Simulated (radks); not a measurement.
Excited configurations of Mn IV: one electron is placed in a higher orbital outside [Ar] 3d3. The ground configuration is [Ar] 3d4. Calculated with a radial shooting solver on a logarithmic mesh with Libxc functionals: scalar-relativistic Kohn-Sham, SCAN, spin-unpolarised, spherical densities, finite nucleus; meta-GGA in the generalised Kohn-Sham scheme; Fermi nuclear charge, rms radius 3.7057 fm. Excitation = E - E(ground); binding = E(ion) - E, where the ion is the core of charge +4; n* = 4/sqrt(2 binding) in atomic units, and the quantum defect is n - n*.

outer orbital  excitation (eV)  binding (eV)     n*  quantum defect  eigenvalue (eV)
4p                      20.868        29.575  2.713           1.287          -25.865
4d                      30.507        19.936  3.304           0.696          -17.122
4f                      36.944        13.498  4.016          -0.016          -11.373
5s                      32.006        18.437  3.436           1.564          -16.434
5p                      34.744        15.699  3.724           1.276          -13.957
5f                      41.572         8.871  4.954           0.046           -7.674
6d                      42.662         7.781  5.289           0.711           -6.896
7f                      45.839         4.604  6.876           0.124           -4.067

The Delta-SCF ionisation energy is 50.443 eV (NIST Atomic Spectra Database: 51.2 eV, semi-empirical). Self-interaction in the functional shifts the binding energies and quantum defects, so they are the method's values and not measured ones. Spin polarisation and multiplet splitting are left out, so open shells lie too high by an amount that depends on their filling.

Beside tabulated values, note that spin-unpolarised runs miss the spin-polarisation part of the exchange energy of open shells.
